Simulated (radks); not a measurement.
The mercury ion Hg2+ inside a hard spherical wall (all orbitals vanish at R), configuration held at [Xe] 4f14 5d10 and not refilled when levels cross. Calculated with a radial shooting solver on a logarithmic mesh with Libxc functionals: scalar-relativistic Kohn-Sham, r2SCAN, spin-polarised, spherical densities, finite nucleus; meta-GGA in the generalised Kohn-Sham scheme; Fermi nuclear charge, rms radius 5.4648 fm. Eigenvalues in eV for spin up, with the zero of energy where the potential of the charges vanishes at infinity; a dash marks a level that is unbound or too diffuse for the functional's potential to be trusted. A positive occupied level is held by the wall or, in an anion where self-interaction has pushed it up, behind a barrier. The pressure on the wall is -dE/dV.

| R (bohr) | E (hartree) | kinetic (hartree) | e(5s) | e(4f) | e(5p) | e(5d) | e(6s, empty) | e(6p, empty) | pressure (GPa) |
|---|---|---|---|---|---|---|---|---|---|
| free | -19619.1602 | 22011.794 | -139.65 | -116.02 | -87.534 | -29.048 | -22.858 | -14.032 | 0 |
| 20 | -19619.1602 | 22011.794 | -139.65 | -116.02 | -87.534 | -29.048 | -22.858 | -14.032 | < 0.0001 |
| 15 | -19619.1602 | 22011.794 | -139.65 | -116.02 | -87.534 | -29.048 | -22.858 | -14.032 | < 0.0001 |
| 10 | -19619.1602 | 22011.794 | -139.65 | -116.02 | -87.534 | -29.048 | -22.858 | -14.031 | < 0.0001 |
| 8 | -19619.1602 | 22011.794 | -139.65 | -116.02 | -87.534 | -29.048 | -22.857 | -14.012 | 0.000174 |
| 7 | -19619.1602 | 22011.795 | -139.64 | -116.02 | -87.532 | -29.046 | -22.851 | -13.944 | 0.00305 |
| 5 | -19619.1563 | 22011.838 | -139.50 | -115.87 | -87.395 | -28.921 | -22.503 | -12.637 | 0.919 |
| 4 | -19619.1144 | 22012.182 | -138.59 | -114.89 | -86.541 | -28.111 | -20.609 | -8.591 | 16.2 |
| 3 | -19618.6419 | 22015.045 | -133.44 | -109.08 | -81.747 | -23.086 | -9.358 | 9.176 | 331 |
| 1.5 | -19584.0799 | 22158.283 | -48.226 | -10.777 | 12.286 | 96.573 | 278.20 | 346.97 | 124000 |
